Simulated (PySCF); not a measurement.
**A search over the determinants of NbH**

Unrestricted PBE0; Nb def2-TZVPP with ECP28, H def2-TZVPP; scalar-relativistic core potentials (PySCF 2.14). Outer shells of the fragments: Nb 4d4 5s1; H 1s1.

Followed along the bond (rough minima from three points):

| 2Ms+1 | unpaired | ⟨S²⟩ at the start | R at minimum (Å) | Te (eV) |
| --- | --- | --- | --- | --- |
| 5 | σ ↑, π ↑↑, δ ↑ | 6.01 | 1.77 | 0.00 |
| 5 | σ ↑, π ↑, δ ↑↑ | 6.01 | 1.79 | 0.08 |
| 5 | π ↑↑, δ ↑↑ | 6.01 | 1.83 | 0.62 |
| 3 | π ↑, δ ↑ | 2.80 | 1.76 | 0.70 |
| 3 | σ ↑, π ↑↓, δ ↑ | 3.01 | 1.76 | 0.91 |
| 3 | σ ↑, π ↑↓, δ ↑ | 3.00 | 1.76 | 0.94 |

Solutions found at the starting distance of 1.680 Å, counted from the lowest of them; the search is not exhaustive and high or unbound solutions are not listed, so other states can lie among these:

```json
{"2Ms+1": "5", "unpaired": "σ ↑, π ↑↑, δ ↑", "term": "⁵Δ", "E (eV)": "0.00", "⟨S²⟩": "6.01", "⟨Lz²⟩": "4.00", "μ (D)": "-2.21"}
{"2Ms+1": "5", "unpaired": "σ ↑, π ↑, δ ↑↑", "term": "⁵Π", "E (eV)": "0.11", "⟨S²⟩": "6.01", "⟨Lz²⟩": "1.05", "μ (D)": "-2.41"}
{"2Ms+1": "3", "unpaired": "π ↑, δ ↑", "term": "mixed", "E (eV)": "0.69", "⟨S²⟩": "2.80", "⟨Lz²⟩": "6.03", "μ (D)": "-2.19"}
{"2Ms+1": "5", "unpaired": "π ↑↑, δ ↑↑", "term": "⁵Σ⁺", "E (eV)": "0.70", "⟨S²⟩": "6.01", "⟨Lz²⟩": "0.00", "μ (D)": "-3.17"}
{"2Ms+1": "3", "unpaired": "σ ↑, π ↑↓, δ ↑", "term": "mixed", "E (eV)": "0.91", "⟨S²⟩": "3.01", "⟨Lz²⟩": "5.94", "μ (D)": "-2.30"}
{"2Ms+1": "3", "unpaired": "σ ↑, π ↑↓, δ ↑", "term": "mixed", "E (eV)": "0.94", "⟨S²⟩": "3.00", "⟨Lz²⟩": "6.00", "μ (D)": "-2.32"}
{"2Ms+1": "3", "unpaired": "σ ↓, π ↑↑, δ ↑", "term": "mixed", "E (eV)": "0.96", "⟨S²⟩": "3.01", "⟨Lz²⟩": "4.00", "μ (D)": "-2.19"}
{"2Ms+1": "3", "unpaired": "σ ↑, π ↓, δ ↑↑", "term": "mixed", "E (eV)": "1.05", "⟨S²⟩": "3.00", "⟨Lz²⟩": "1.01", "μ (D)": "-2.61"}
{"2Ms+1": "3", "unpaired": "π ↑, δ ↑", "term": "mixed", "E (eV)": "1.06", "⟨S²⟩": "2.01", "⟨Lz²⟩": "5.48", "μ (D)": "-1.94"}
{"2Ms+1": "1", "unpaired": "π ↓, δ ↑", "term": "mixed", "E (eV)": "1.09", "⟨S²⟩": "1.86", "⟨Lz²⟩": "5.22", "μ (D)": "-2.07"}
{"2Ms+1": "1", "unpaired": "σ ↑, π ↓↓, δ ↑", "term": "mixed", "E (eV)": "1.13", "⟨S²⟩": "2.00", "⟨Lz²⟩": "4.00", "μ (D)": "-2.51"}
{"2Ms+1": "3", "unpaired": "σ ↑, π ↑, δ ↑↓", "term": "mixed", "E (eV)": "1.22", "⟨S²⟩": "3.00", "⟨Lz²⟩": "8.77", "μ (D)": "-2.26"}
{"2Ms+1": "3", "unpaired": "σ ↓, π ↑, δ ↑↑", "term": "mixed", "E (eV)": "1.33", "⟨S²⟩": "2.97", "⟨Lz²⟩": "1.15", "μ (D)": "-1.78"}
{"2Ms+1": "3", "unpaired": "π ↑↑", "term": "³Σ⁻", "E (eV)": "1.40", "⟨S²⟩": "2.01", "⟨Lz²⟩": "0.00", "μ (D)": "-1.81"}
```

A term symbol is given only where ⟨S²⟩ and ⟨Lz²⟩ are close to those of a pure state; real π, δ and φ orbitals otherwise mix terms. A positive dipole means Nb(−)H(+).

Spin–orbit coupling is left out. The state is the lowest single determinant that the PBE0 search found; with open d or f shells the true ground state can be another one.
